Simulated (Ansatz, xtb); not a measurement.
# A geometry optimisation of BrH2SiSn with r2SCAN-D4/def2-SVP

The starting geometry of this gas-phase doublet has its atoms placed at random.

| atom | x (Å) | y (Å) | z (Å) |
| --- | --- | --- | --- |
| Br | -0.2783 | -0.3471 | 0.6904 |
| Si | 0.2573 | 1.0397 | -1.3458 |
| Sn | -0.5664 | -1.1464 | -1.3441 |
| H | 1.0035 | -0.9439 | -1.3859 |
| H | 1.5564 | 0.3838 | -1.2221 |

One run relaxed it with r2SCAN-D4/def2-SVP. What is a likely outcome?

It ends as a structure with Br1 bridging Si2 and Sn3, H4 bridging Sn3 and Si2, given below by its coordinates. Distances that change by over a tenth: Br1–Sn3 (2.20 → 2.74 Å), Si2–Sn3 (2.34 → 3.09 Å), Sn3–H4 (1.58 → 2.08 Å). Contacts that close: Si2–H4 (2.12 → 1.61 Å).

The energy falls by 4.05 eV over 18 steps:

```json
{"step": "1", "E − E(last) (eV)": "4.050"}
{"step": "3", "E − E(last) (eV)": "0.694"}
{"step": "5", "E − E(last) (eV)": "0.360"}
{"step": "7", "E − E(last) (eV)": "0.286"}
{"step": "9", "E − E(last) (eV)": "0.240"}
{"step": "10", "E − E(last) (eV)": "0.223"}
{"step": "12", "E − E(last) (eV)": "0.146"}
{"step": "14", "E − E(last) (eV)": "0.013"}
{"step": "16", "E − E(last) (eV)": "0.002"}
{"step": "18", "E − E(last) (eV)": "0.000"}
```

Final geometry (Å):

```yaml
atoms:
  - { symbol: Br, position_ang: [-0.5822, 0.0876, 0.6652] }
  - { symbol: Si, position_ang: [0.7050, 0.9657, -1.2307] }
  - { symbol: Sn, position_ang: [-0.1668, -1.9904, -1.0764] }
  - { symbol: H, position_ang: [0.0867, -0.2200, -2.1352] }
  - { symbol: H, position_ang: [1.9299, 0.1432, -0.8305] }
```

From the same start GFN2-xTB ends elsewhere, differing in Br1–Si2 (3.43 against 2.45 Å here), Si2–Sn3 (2.69 against 3.09 Å here), Si2–H4 (2.87 against 1.61 Å here).

From so rough a start the end depends on the optimiser's path, so another program may land elsewhere. The end wasn't checked by frequencies. Open shells are spin-unrestricted. Atoms past krypton carry core potentials, without spin–orbit terms. Run with Ansatz 0.2.0, 6.1 min on 1 thread of Intel(R) Xeon(R) Processor @ 2.50GHz (Skylake/Cascade Lake), on a shared host.
